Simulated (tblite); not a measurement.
Record of a relaxation.

C5H11Cl2FSi.
SMILES with atom numbers: `[CH3:1][CH2:2][C@:3]([CH3:4])([CH2:5][F:6])[SiH:7]([Cl:8])[Cl:9]` (hydrogens: H10, H11, H12 on C1; H13, H14 on C2; H15, H16, H17 on C4; H18, H19 on C5; H20 on Si7)

Computed with GFN2-xTB (tblite), gas phase: L-BFGS steps from a force-field or distance-geometry start until the largest atomic force falls under 0.01 eV/Å. 6 of its 108 geometries are shown.

Step 0: E = -869.9837 eV, largest atomic force 0.759 eV/Å
```
atom  x, y, z in Å  |  force x, y, z in eV/Å
C1      2.241    0.334   -0.234   -0.322  -0.070   0.117
C2      0.806    0.839   -0.484    0.217  -0.157   0.494
C3     -0.324   -0.098    0.052   -0.508   0.547  -0.137
C4     -0.238   -0.250    1.576    0.002  -0.123   0.549
C5     -0.246   -1.493   -0.590    0.170   0.262   0.231
F6     -0.246   -1.363   -1.954   -0.045  -0.128  -0.162
Si7    -2.070    0.697   -0.453    0.222  -0.039   0.180
Cl8    -3.595   -0.473    0.249    0.322   0.119  -0.179
Cl9    -2.295    2.497    0.493    0.130  -0.275  -0.200
H10     2.945    1.063   -0.624    0.008   0.001  -0.024
H11     2.417   -0.615   -0.741   -0.009   0.140   0.074
H12     2.440    0.213    0.835   -0.057   0.000  -0.225
H13     0.718    1.827    0.000   -0.139  -0.382  -0.120
H14     0.698    0.994   -1.558   -0.164  -0.116   0.001
H15     0.678   -0.770    1.877   -0.110   0.085  -0.177
H16    -0.244    0.714    2.106   -0.020  -0.221  -0.417
H17    -1.071   -0.841    1.988    0.187   0.189  -0.330
H18    -1.087   -2.144   -0.326   -0.095   0.217   0.008
H19     0.671   -2.014   -0.307    0.170   0.025  -0.064
H20    -2.205    0.891   -1.908    0.041  -0.074   0.379
```

Step 21: E = -870.0805 eV, largest atomic force 0.045 eV/Å
```
atom  x, y, z in Å  |  force x, y, z in eV/Å
C1      2.212    0.334   -0.222   -0.011   0.003   0.001
C2      0.791    0.832   -0.467   -0.020  -0.004  -0.001
C3     -0.338   -0.079    0.056   -0.005  -0.028   0.001
C4     -0.243   -0.257    1.575   -0.003  -0.004   0.013
C5     -0.242   -1.466   -0.582    0.000   0.006  -0.001
F6     -0.295   -1.375   -1.955   -0.009  -0.012   0.020
Si7    -2.036    0.701   -0.433    0.007  -0.020   0.001
Cl8    -3.509   -0.514    0.223   -0.013   0.010  -0.002
Cl9    -2.201    2.498    0.468   -0.007   0.024   0.007
H10     2.917    1.065   -0.611    0.006   0.002   0.014
H11     2.393   -0.607   -0.735    0.018   0.002   0.003
H12     2.411    0.204    0.838    0.015   0.002  -0.001
H13     0.679    1.814   -0.002    0.004   0.004   0.007
H14     0.656    0.962   -1.543    0.006  -0.004  -0.014
H15     0.673   -0.778    1.847    0.002  -0.008   0.003
H16    -0.249    0.709    2.072    0.013   0.020  -0.010
H17    -1.081   -0.840    1.952   -0.010  -0.017  -0.011
H18    -1.082   -2.102   -0.282    0.039   0.012   0.016
H19     0.700   -1.966   -0.331   -0.028   0.010  -0.034
H20    -2.163    0.876   -1.871   -0.005   0.001  -0.012
```

Step 43: E = -870.0851 eV, largest atomic force 0.014 eV/Å
```
atom  x, y, z in Å  |  force x, y, z in eV/Å
C1      2.218    0.347   -0.203    0.003   0.000   0.004
C2      0.793    0.824   -0.469    0.005   0.005  -0.005
C3     -0.337   -0.087    0.052    0.006   0.004  -0.001
C4     -0.244   -0.266    1.571    0.006  -0.005   0.000
C5     -0.246   -1.473   -0.586    0.001   0.004   0.003
F6     -0.434   -1.396   -1.948   -0.005   0.005  -0.005
Si7    -2.031    0.700   -0.443   -0.005   0.010   0.005
Cl8    -3.524   -0.486    0.219    0.002  -0.003   0.000
Cl9    -2.175    2.508    0.450   -0.003  -0.008  -0.005
H10     2.917    1.096   -0.569   -0.004   0.002   0.000
H11     2.431   -0.584   -0.722   -0.002  -0.004   0.008
H12     2.402    0.210    0.859   -0.003  -0.001   0.007
H13     0.669    1.809   -0.014   -0.001   0.007  -0.005
H14     0.668    0.942   -1.548    0.000  -0.002  -0.006
H15     0.660   -0.805    1.843    0.009  -0.010   0.003
H16    -0.231    0.702    2.067    0.001   0.004  -0.009
H17    -1.094   -0.834    1.947   -0.006   0.002   0.003
H18    -1.026   -2.136   -0.201   -0.006  -0.003  -0.005
H19     0.733   -1.934   -0.430    0.003  -0.008   0.002
H20    -2.155    0.875   -1.881   -0.002  -0.001   0.006
```

Step 64: E = -870.0866 eV, largest atomic force 0.025 eV/Å
```
atom  x, y, z in Å  |  force x, y, z in eV/Å
C1      2.218    0.360   -0.167    0.008   0.002   0.005
C2      0.797    0.817   -0.487   -0.007  -0.004   0.000
C3     -0.335   -0.087    0.042   -0.014  -0.004   0.007
C4     -0.227   -0.271    1.560   -0.001  -0.002   0.009
C5     -0.259   -1.470   -0.604    0.001  -0.002  -0.004
F6     -0.478   -1.383   -1.962    0.002  -0.002   0.000
Si7    -2.034    0.702   -0.433   -0.006  -0.019  -0.005
Cl8    -3.510   -0.503    0.239    0.008   0.017   0.000
Cl9    -2.185    2.507    0.460    0.003   0.002   0.013
H10     2.924    1.095   -0.544   -0.001   0.019  -0.016
H11     2.451   -0.591   -0.639   -0.021  -0.008  -0.008
H12     2.375    0.266    0.903   -0.006   0.014   0.018
H13     0.654    1.817   -0.072    0.017   0.000   0.008
H14     0.693    0.895   -1.571    0.008  -0.009  -0.012
H15     0.657   -0.851    1.817   -0.004  -0.005   0.003
H16    -0.162    0.695    2.055    0.000   0.006  -0.010
H17    -1.095   -0.799    1.951    0.001  -0.008  -0.007
H18    -1.032   -2.135   -0.208    0.008   0.005   0.001
H19     0.723   -1.933   -0.474   -0.003  -0.001   0.000
H20    -2.181    0.878   -1.869    0.007   0.001  -0.001
```

Step 86: E = -870.0884 eV, largest atomic force 0.019 eV/Å
```
atom  x, y, z in Å  |  force x, y, z in eV/Å
C1      2.214    0.387   -0.131   -0.009   0.006   0.005
C2      0.795    0.804   -0.508   -0.005   0.003  -0.002
C3     -0.335   -0.096    0.031    0.002  -0.007  -0.009
C4     -0.215   -0.289    1.546    0.001   0.001   0.001
C5     -0.267   -1.475   -0.625    0.001  -0.008  -0.009
F6     -0.513   -1.381   -1.978   -0.001  -0.005   0.006
Si7    -2.034    0.706   -0.421   -0.005   0.013  -0.001
Cl8    -3.517   -0.488    0.250    0.004   0.000  -0.006
Cl9    -2.156    2.496    0.509   -0.002  -0.008  -0.007
H10     2.922    1.083   -0.574   -0.007   0.002  -0.011
H11     2.453   -0.608   -0.498   -0.003  -0.003   0.004
H12     2.356    0.408    0.946    0.010  -0.010   0.013
H13     0.631    1.819   -0.141    0.003   0.006  -0.002
H14     0.715    0.832   -1.597    0.007  -0.004  -0.002
H15     0.650   -0.900    1.792    0.011   0.002   0.001
H16    -0.112    0.675    2.038   -0.003   0.007   0.014
H17    -1.098   -0.786    1.945    0.002  -0.013   0.009
H18    -1.029   -2.148   -0.218    0.002   0.013   0.003
H19     0.719   -1.935   -0.517   -0.005   0.002  -0.006
H20    -2.186    0.905   -1.853   -0.002   0.004   0.001
```

Step 107: E = -870.0893 eV, largest atomic force 0.007 eV/Å
```
atom  x, y, z in Å  |  force x, y, z in eV/Å
C1      2.213    0.395   -0.115    0.003  -0.001   0.000
C2      0.797    0.799   -0.515   -0.002  -0.003  -0.001
C3     -0.335   -0.097    0.029   -0.003  -0.001   0.002
C4     -0.206   -0.296    1.543   -0.002   0.001  -0.001
C5     -0.277   -1.475   -0.631   -0.001   0.001   0.002
F6     -0.547   -1.380   -1.978    0.002   0.003  -0.005
Si7    -2.032    0.712   -0.418    0.006   0.003   0.001
Cl8    -3.519   -0.486    0.234   -0.001  -0.003   0.001
Cl9    -2.156    2.495    0.524    0.000  -0.003   0.002
H10     2.923    1.065   -0.595    0.000   0.001   0.002
H11     2.448   -0.618   -0.433   -0.003  -0.001   0.003
H12     2.356    0.468    0.959    0.003  -0.002  -0.002
H13     0.626    1.822   -0.170    0.001  -0.001   0.000
H14     0.728    0.804   -1.605    0.000   0.001  -0.004
H15     0.676   -0.886    1.781    0.000   0.005   0.001
H16    -0.128    0.665    2.045   -0.002   0.000  -0.001
H17    -1.073   -0.822    1.940   -0.002   0.004  -0.001
H18    -1.032   -2.146   -0.210    0.000  -0.003   0.002
H19     0.711   -1.936   -0.541    0.003   0.000  -0.003
H20    -2.177    0.927   -1.849   -0.003   0.001   0.001
```

Q: Summarise the path.

A: The energy falls by 10.18 kJ/mol from step 0 to step 107; nine tenths of that is first reached at step 15. It falls at every step. The largest force goes from 0.759 to 0.007 eV/Å. Among the bonds C3–Si7 changes most, from 1.984 to 1.933 Å; the atoms move by 0.164 Å rms after alignment.

Q: Follow the three bonds and two angles with the largest change from start to end.

A: 
| step | E above end (kJ/mol) | largest force (eV/Å) | C3–Si7 (Å) | Si7–Cl8 (Å) | Si7–Cl9 (Å) | Cl8–Si7–Cl9 (°) | C3–C4–H16 (°) |
| --- | --- | --- | --- | --- | --- | --- | --- |
| 0 | 10.18 | 0.759 | 1.984 | 2.046 | 2.045 | 105.2 | 113.0 |
| 5 | 2.41 | 0.205 | 1.937 | 2.015 | 2.011 | 106.3 | 110.5 |
| 9 | 1.47 | 0.088 | 1.934 | 2.023 | 2.021 | 107.4 | 110.1 |
| 14 | 1.06 | 0.077 | 1.936 | 2.020 | 2.019 | 109.1 | 110.1 |
| 19 | 0.89 | 0.044 | 1.930 | 2.020 | 2.019 | 109.4 | 110.3 |
| 23 | 0.80 | 0.037 | 1.932 | 2.019 | 2.019 | 109.3 | 110.6 |
| 28 | 0.67 | 0.052 | 1.932 | 2.020 | 2.020 | 109.2 | 110.2 |
| 33 | 0.47 | 0.042 | 1.932 | 2.018 | 2.021 | 109.4 | 110.3 |
| 37 | 0.43 | 0.016 | 1.933 | 2.019 | 2.020 | 109.3 | 110.2 |
| 42 | 0.41 | 0.012 | 1.932 | 2.018 | 2.021 | 109.2 | 110.5 |
| 47 | 0.38 | 0.018 | 1.933 | 2.019 | 2.020 | 109.0 | 110.2 |
| 51 | 0.35 | 0.028 | 1.932 | 2.017 | 2.020 | 108.9 | 110.2 |
| 56 | 0.32 | 0.015 | 1.933 | 2.020 | 2.019 | 109.1 | 110.2 |
| 60 | 0.30 | 0.023 | 1.932 | 2.018 | 2.021 | 109.3 | 110.2 |
| 65 | 0.25 | 0.027 | 1.933 | 2.021 | 2.019 | 109.4 | 110.4 |
| 70 | 0.21 | 0.022 | 1.933 | 2.019 | 2.021 | 109.3 | 110.3 |
| 74 | 0.18 | 0.033 | 1.933 | 2.021 | 2.019 | 109.1 | 110.3 |
| 79 | 0.13 | 0.017 | 1.932 | 2.018 | 2.021 | 108.9 | 110.2 |
| 84 | 0.10 | 0.020 | 1.932 | 2.020 | 2.020 | 109.0 | 110.2 |
| 88 | 0.07 | 0.023 | 1.933 | 2.018 | 2.021 | 109.1 | 110.1 |
| 93 | 0.05 | 0.013 | 1.932 | 2.019 | 2.020 | 109.2 | 110.2 |
| 98 | 0.03 | 0.016 | 1.933 | 2.018 | 2.021 | 109.2 | 110.3 |
| 102 | 0.01 | 0.010 | 1.932 | 2.019 | 2.020 | 109.2 | 110.2 |
| 107 | 0.00 | 0.007 | 1.933 | 2.018 | 2.021 | 109.1 | 110.3 |

The cost below is that of the whole relaxation. Time: 1.1 s wall. Hardware: one thread, Arm Neoverse V1 (aarch64), no GPU, on a shared host.
